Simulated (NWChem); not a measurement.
C2H4N3 cation; SMILES [nH]1nc[nH+]c1

```xyz
9

C     -1.0467     0.4578     0.0000
N     -0.8800    -0.8317     0.0000
N      0.4462    -0.9992     0.0000
C      1.1061     0.1449     0.0000
N      0.1669     1.0924     0.0000
H     -2.0093     0.9690     0.0000
H      0.8401    -1.9412     0.0000
H      2.1874     0.2842     0.0000
H      0.3334     2.0984     0.0000
```
Atoms are numbered in this order, from 1.

Program: NWChem. The geometry was optimised at PBE0/def2-SVP. Level: M06-2X/def2-SVP with SMD (1 M gas to 1 M solution), gas-phase geometry. Reactions with the solvent are ignored.

For solvent tetrahydrofuran:

```
Property                          Result
--------------------------------  ------
solvation free energy (kcal/mol)   -66.0
```

**Question.** Estimate the same quantities for solvent acetonitrile.

**Answer.** 
| Property | Value |
|---|---|
| solvation free energy (kcal/mol) | -73.2 |
